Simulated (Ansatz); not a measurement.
`[CH3][Sb]([OH])[GaH2]` + HI → `[GaH2][I]` + `[CH3][SbH][OH]` at 500 K and 1 bar (cleavage of the Ga–Sb bond).

Computed with Ansatz on PBE0-D4/def2-TZVP structures; ΔE is electronic, products minus reactants. CCSD(T)/CBS is the MP2 limit (def2-TZVPP, def2-QZVPP) plus CCSD(T) − MP2 in def2-TZVPP, frozen cores. def2 core potentials past Kr. For Ga, I, Sb outer-core shells are correlated without core-valence functions, which leaves a few kJ/mol of doubt a bond. Scalar relativity is left out up to krypton. Each species was taken in one conformer, which may not be the lowest.

```json
{"species": "`[CH3][Sb]([OH])[GaH2]`", "CCSD(T)/CBS energy (Eh)": "-2280.79831", "H − E (kJ/mol)": "217.1", "S (J/(mol·K))": "465.2"}
{"species": "HI", "CCSD(T)/CBS energy (Eh)": "-298.03592", "H − E (kJ/mol)": "28.6", "S (J/(mol·K))": "221.6"}
{"species": "`[GaH2][I]`", "CCSD(T)/CBS energy (Eh)": "-2222.61527", "H − E (kJ/mol)": "60.6", "S (J/(mol·K))": "314.2"}
{"species": "`[CH3][SbH][OH]`", "CCSD(T)/CBS energy (Eh)": "-356.25469", "H − E (kJ/mol)": "184.8", "S (J/(mol·K))": "367.9"}
```

H − E and S are ideal-gas, rigid-rotor, harmonic terms from PBE0-D4/def2-TZVP, for one conformer and one mirror image of each species. 1 Eh = 2625.50 kJ/mol, R = 8.31446 J/(mol·K).

By hand: ΔE, ΔH, ΔS and ΔG.

ΔE = (-2222.61527) + (-356.25469) − (-2280.79831) − (-298.03592) = -0.03573 Eh = -93.8 kJ/mol. Δ(H − E) = 60.6 + 184.8 − 217.1 − 28.6 = -0.3, so ΔH = -94.1 kJ/mol. ΔS = 314.2 + 367.9 − 465.2 − 221.6 = -4.7 J/(mol·K). ΔG = -94.1 − 500 × (-4.7)/1000 = -91.8 kJ/mol.

By hand: the equilibrium constant, and the temperature at which ΔG would vanish if ΔH and ΔS stayed fixed.

log₁₀ K = −ΔG/(RT ln 10) = 9.6. ΔG = 0 at ΔH/ΔS = 20021 K, far beyond where these terms or the molecules hold.

The number of gas molecules stays the same, so ΔS is small and ΔH decides. A doubt of 5 kJ/mol in ΔE shifts log₁₀ K by 0.5 here. Other conformers and mirror images would add mixing entropy, several J/(mol·K) or more a flexible species. These are equilibria of isolated gas molecules and say nothing of rates. Largest T1 diagnostic: 0.014 (customary marks: 0.02 for closed shells, 0.045 for open ones).
